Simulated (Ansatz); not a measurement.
Spin states of H2MoO2 (SMILES [OH][Mo][OH]), each relaxed at B3LYP-D3(BJ)/def2-TZVP; lowest solutions found, singlets restricted, no spin–orbit coupling, no relativity up to Kr.
Multiplicity 5 (charge 0, multiplicity 5):
```xyz
5

Mo     0.171    -0.666     0.032
O      1.489     0.320    -0.948
H      1.359     0.648    -1.846
O     -1.495    -0.362     0.929
H     -1.578     0.091     1.776
```
Multiplicity 1 (charge 0, multiplicity 1):
```xyz
5

Mo     0.34782    -0.15816     0.31485
O      1.36411     0.20946    -1.16392
H      1.49028     0.50466    -2.06781
O     -1.15683    -0.30230     1.34924
H     -2.09914    -0.22402     1.51053
```

Run with Ansatz (Gaussian basis) for Hartree–Fock, density functionals and correlated methods. Values without a source in brackets are computed. In def2 rows elements past Kr take small-core potentials, without spin–orbit coupling.

The energy of multiplicity 1 less that of multiplicity 5 (kcal/mol) and the share of exact exchange:

| functional | exact exchange (%) | value |
|---|---|---|
| PBE/def2-TZVPP | 0 | 30.47 |
| PBE0/def2-TZVPP | 25 | 37.04 |
| BLYP/def2-TZVPP | 0 | 21.04 |
| B3LYP/def2-TZVPP | 20 | 25.64 |
| BHLYP/def2-TZVPP | 50 | 31.85 |
| r2SCAN/def2-TZVPP | 0 | 41.41 |
| r2SCANh/def2-TZVPP | 10 | 43.12 |

**Question.** Take the value as linear in the share of exact exchange along PBE and PBE0. Give the slope, say whether the sign turns, and set the other functionals against that line.

**Answer.** 
Slope: (37.04 − (30.47))/2.5 = 2.63 kcal/mol for each 10 %. The line keeps its sign from 0 to 100 %. At 50 % it gives 43.6 kcal/mol. The LYP pair gives (31.85 − (21.04))/5 = 2.16 for each 10 %. BHLYP, at 50 %, lies -11.8 from the PBE line. B3LYP, at 20 %, lies -10.1 from the PBE line. r2SCAN, with none, stands 10.9 from PBE. The r2SCAN pair gives 1.70 for 10 %.

Ansatz is an electronic-structure program.
